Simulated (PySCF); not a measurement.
FH6NOSi2, SMILES N[SiH2]O[SiH2]F. Geometry: PBE-D3(BJ)/def2-SVP. This is a generated structure with no PubChem entry under its InChIKey; it may be hypothetical. One conformer was computed; it need not be the lowest.

Computed equilibrium geometry at PBE-D3(BJ)/def2-SVP (PySCF confirms it by a frequency run) as Cartesian coordinates in Å (one conformer of several):
```xyz
11

Si     1.2788    -0.7702     0.7401
F      2.6053     0.1084     0.3610
O      0.0246    -0.3565    -0.2549
Si    -1.1857     0.8147    -0.4362
N     -2.7466     0.1757    -0.8020
H      0.9454    -0.4635     2.1705
H      1.6082    -2.2103     0.5115
H     -0.7806     1.6859    -1.5840
H     -1.2917     1.5588     0.8644
H     -2.9272    -0.2207    -1.7274
H     -3.2757    -0.3270    -0.0855
```
Charge 0, spin multiplicity 1.
